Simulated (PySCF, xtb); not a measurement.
HgI, SMILES [I][Hg+], charge +1.

Harmonic wavenumbers (cm⁻¹) from GFN2-xTB (xtb) at its own minimum, in rising order: 198.

**Question.** What does PBE-D3(BJ)/def2-TZVP (PySCF) give at its own minimum? (Estimate from the structure and the level; the computed values follow.)

**Answer.** 181. Paired by order, the mean absolute difference is 17 cm⁻¹ and the zero-point energies are 0.3 and 0.3 kcal/mol.
